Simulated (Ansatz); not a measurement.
`C#C[Si](Cl)(Cl)Cl` + H₂O → `O[Si](Cl)(Cl)Cl` + `C#C` at 600 K and 1 bar (formal hydrolysis of the Si–C bond).

Gas-phase electronic energies from Ansatz, PBE0-D4/def2-TZVP geometries. CBS: MP2 limit from def2 TZ/QZ plus the TZ coupled-cluster correction, frozen cores. This one scheme is used for every species. One conformer a species, not always the lowest.

```csv
species,CCSD(T)/CBS energy (Eh),H − E (kJ/mol),S (J/(mol·K))
`C#C[Si](Cl)(Cl)Cl`,-1745.22500,125.5,448.1
H₂O,-76.37941,76.8,212.8
`O[Si](Cl)(Cl)Cl`,-1744.40331,104.8,426.9
`C#C`,-77.22717,96.2,235.4
```

H − E and S are ideal-gas, rigid-rotor, harmonic terms from PBE0-D4/def2-TZVP, for one conformer and one mirror image of each species. 1 Eh = 2625.50 kJ/mol, R = 8.31446 J/(mol·K).

Q: By hand: ΔE, ΔH, ΔS and ΔG.

A: ΔE = (-1744.40331) + (-77.22717) − (-1745.22500) − (-76.37941) = -0.02607 Eh = -68.4 kJ/mol. Δ(H − E) = 104.8 + 96.2 − 125.5 − 76.8 = -1.3, so ΔH = -69.7 kJ/mol. ΔS = 426.9 + 235.4 − 448.1 − 212.8 = 1.4 J/(mol·K). ΔG = -69.7 − 600 × (1.4)/1000 = -70.5 kJ/mol.

Q: By hand: the equilibrium constant, and the temperature at which ΔG would vanish if ΔH and ΔS stayed fixed.

A: log₁₀ K = −ΔG/(RT ln 10) = 6.1. ΔH and −TΔS have one sign here, so there is no such temperature. One of them is within its doubt of zero, so this could turn.

The number of gas molecules stays the same, so ΔS is small and ΔH decides. A doubt of 5 kJ/mol in ΔE shifts log₁₀ K by 0.4 here. Other conformers and mirror images would add mixing entropy, several J/(mol·K) or more a flexible species. These are equilibria of isolated gas molecules and say nothing of rates. Largest T1 diagnostic: 0.013 (customary marks: 0.02 for closed shells, 0.045 for open ones).
